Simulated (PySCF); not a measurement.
Atoms are numbered as in `[CH3:1]/[N:2]=[CH:3]/[CH2:4][O:5][SiH2:6][O:7][CH3:8]`; H(Xn) means a hydrogen on atom n.

Geometry: PBE0-D3(BJ)/def2-SVP; GIAO absolute shieldings from PySCF 2.14, gas phase, non-relativistic, averaged over equivalent atoms.

At PBE0/pcSseg-1 (198 basis functions, 41 s wall time on 1 thread of an Arm Neoverse V2, shared host):
```
 atoms  σ (ppm)
    C3     14.4
    C4    111.8
    C8    131.3
    C1    133.7
    N2   -113.2
    O5    273.9
    O7    289.0
   Si6    372.3
 H(C3)    23.54
H(Si6)    26.64
 H(C4)    26.94
 H(C8)    27.60
 H(C1)    27.80
```

What do these become at B3LYP/pcSseg-1?

Results:


```tsv
atoms	σ at B3LYP/pcSseg-1	change
C3	9.4	-5.0
C4	105.3	-6.5
C8	125.4	-5.9
C1	127.7	-6.0
N2	-119.9	-6.7
O5	268.4	-5.5
O7	283.2	-5.8
Si6	365.3	-7.0
H(C3)	23.70	+0.16
H(Si6)	26.85	+0.21
H(C4)	27.06	+0.12
H(C8)	27.68	+0.08
H(C1)	27.92	+0.12
```

The largest change is at Si6 (silicon bonded to 2 O, 2 H). Cost: 198 basis functions, 31 s wall time on 1 thread of an Arm Neoverse V2, shared host. The order of the carbon signals is the same at both levels.
